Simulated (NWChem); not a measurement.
# C5H8; SMILES C=C1CCC1

Program: NWChem. Pople sets run with spherical d functions. B3LYP is NWChem's, with the RPA form of VWN correlation. Each level has its own optimisation; frequencies are unscaled. Brackets give each atom's bonded neighbours. One conformer.

| level | r C–C [C(CCC)–C(CHH)] (Å) | r C–H [C(CHH)–H(C)] (Å) | r C–C [C(CCC)–C(CCHH)] (Å) | r C–C [C(CCHH)–C(CCHH)] (Å) | highest harmonic frequency (cm⁻¹) | lowest (cm⁻¹) | zero-point energy (kcal/mol) | dipole (D) |
|---|---|---|---|---|---|---|---|---|
| Hartree-Fock/STO-3G | 1.306 | 1.081 | 1.532 | 1.556 | 3804 | 85 | 86.1 | 0.36 |
| Hartree-Fock/3-21G | 1.309 | 1.074 | 1.535 | 1.574 | 3378 | 65 | 77.3 | 0.43 |
| Hartree-Fock/6-31G* | 1.315 | 1.076 | 1.519 | 1.551 | 3395 | 114 | 77.4 | 0.52 |
| B3LYP/6-31G* | 1.329 | 1.088 | 1.525 | 1.560 | 3227 | 106 | 72.4 | 0.52 |
| LDA (Slater exchange, VWN5)/def2-SVP | 1.332 | 1.104 | 1.506 | 1.542 | 3165 | 117 | 69.6 | 0.60 |
| PBE/def2-SVP | 1.341 | 1.102 | 1.523 | 1.559 | 3163 | 96 | 69.8 | 0.55 |
| BLYP/def2-SVP | 1.342 | 1.102 | 1.533 | 1.570 | 3134 | 102 | 69.5 | 0.53 |
| PBE0/def2-SVP | 1.330 | 1.094 | 1.514 | 1.548 | 3257 | 99 | 72.2 | 0.54 |
